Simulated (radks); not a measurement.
All-electron atom: Ni in [Ar] 3d8 4s1 4d1 (not the ground configuration). Method: non-relativistic Kohn-Sham, BLYP, spin-unpolarised, spherical densities, point nucleus; computed with a radial shooting solver on a logarithmic mesh with Libxc functionals.

Normalised radial functions P(r) = r R(r), r in bohr:

r              2s      3d       4s
0.008543   0.5928  0.0001   0.0614
0.01002    0.6656  0.0002   0.0689
0.01167    0.7373  0.0003   0.0763
0.0137     0.8132  0.0005   0.0840
0.01594    0.8826  0.0008   0.0911
0.01871    0.9484  0.0012   0.0978
0.02178    0.9983  0.0019   0.1027
0.02556    1.0303  0.0029   0.1056
0.02976    1.0329  0.0045   0.1054
0.03492    0.9963  0.0069   0.1009
0.04065    0.9144  0.0103   0.0915
0.04771    0.7685  0.0157   0.0751
0.05598    0.5534  0.0237   0.0513
0.06518    0.2818  0.0346   0.0215
0.07648   -0.0713  0.0510  -0.0167
0.08904   -0.4582  0.0728  -0.0578
0.1045    -0.8953  0.1042  -0.1025
0.1216    -1.3053  0.1442  -0.1414
0.1427    -1.6868  0.1990  -0.1721
0.1662    -1.9573  0.2649  -0.1842
0.195     -2.1043  0.3494  -0.1720
0.227     -2.0908  0.4434  -0.1325
0.2664    -1.9173  0.5536  -0.0612
0.3102    -1.6304  0.6636   0.0286
0.364     -1.2551  0.7763   0.1331
0.4237    -0.8904  0.8707   0.2239
0.4972    -0.5552  0.9457   0.2886
0.5789    -0.3147  0.9842   0.3027
0.6793    -0.1503  0.9842   0.2565
0.7908    -0.0639  0.9461   0.1550
0.928     -0.0217  0.8721   0.0002
1.08      -0.0064  0.7782  -0.1725
1.268     -0.0014  0.6647  -0.3558
1.488     -0.0002  0.5460  -0.5149
1.732     0.0000  0.4359  -0.6235
2.033     0.0000  0.3288  -0.6794
2.366     0.0000  0.2395  -0.6726
2.777     0.0000  0.1615  -0.6086
3.233     0.0000  0.1039  -0.5083
3.794     0.0000  0.0600  -0.3826
4.416     0.0000  0.0324  -0.2649
5.183     0.0000  0.0151  -0.1603
6.033     0.0000  0.0064  -0.0884
7.08       0.0000  0.0022  -0.0414
8.243      0.0000  0.0007  -0.0174
9.673      0.0000  0.0002  -0.0058
11.26      0.0000  0.0000  -0.0017
13.21      0.0000  0.0000  -0.0003
15.38      0.0000  0.0000  -0.0001
18.05      0.0000  0.0000  0.0000
21.02      0.0000  0.0000  0.0000
24.66      0.0000  0.0000  0.0000
28.71      0.0000  0.0000  0.0000
33.69      0.0000  0.0000  0.0000

2s: eigenvalue -968.60 eV, 1 radial node at r = 0.0742 bohr, <r> = 0.248 bohr, 90 % of the charge inside 0.384 bohr. 3d: eigenvalue -14.878 eV, 0 radial nodes, <r> = 0.988 bohr, 90 % of the charge inside 1.73 bohr. 4s: eigenvalue -9.866 eV, 3 radial nodes at r = 0.0715, 0.296, 0.928 bohr, <r> = 2.60 bohr, 90 % of the charge inside 3.92 bohr.
